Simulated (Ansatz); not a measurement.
The first iterations of a band of BGaH5N (8 atoms, charge 0, multiplicity 1).

The calculation used Ansatz 0.2.0, RKS PBE-D4/def2-SVP.

* movable images: 5
* climbing image: yes
* spring: 5.0 eV/Å²
* optimiser: quadratic models (default)
* start path: IDPP
* force threshold: 0.05 eV/Å
* iteration limit: 60
* end points: relaxed

Image 0:

```xyz
8
Properties=species:S:1:pos:R:3
B -0.777 0.887 -1.333
Ga -0.282 0.191 0.559
N 1.026 -1.061 0.827
H -1.635 0.355 -2.017
H -0.265 1.885 -1.810
H -0.948 0.640 1.925
H 1.288 -1.407 1.752
H 1.594 -1.490 0.095
```

Image 6:

```xyz
8
Properties=species:S:1:pos:R:3
B -0.791 0.878 -1.333
Ga -0.285 0.184 0.556
N 1.042 -1.048 0.828
H -0.304 1.894 -1.801
H -1.630 0.327 -2.024
H -0.961 0.619 1.921
H 1.307 -1.387 1.755
H 1.622 -1.467 0.099
```

| iteration | highest image above the first end (eV) | largest band force component (eV/Å) |
| --- | --- | --- |
| 1 | 0.159 | 0.586 |
| 2 | 0.093 | 0.251 |

Q: Does the band converge within its limit, and where does its top end?

A: The run converged. It ended after 8 iterations with the highest image 0.064 eV above the first end. A vibrational analysis at the climbing image gives one clearly imaginary mode, 137i cm⁻¹: a first-order saddle point.

Run time: 94 s on 1 thread of Arm Neoverse V1, on a shared host, peak memory 0.12 GiB.
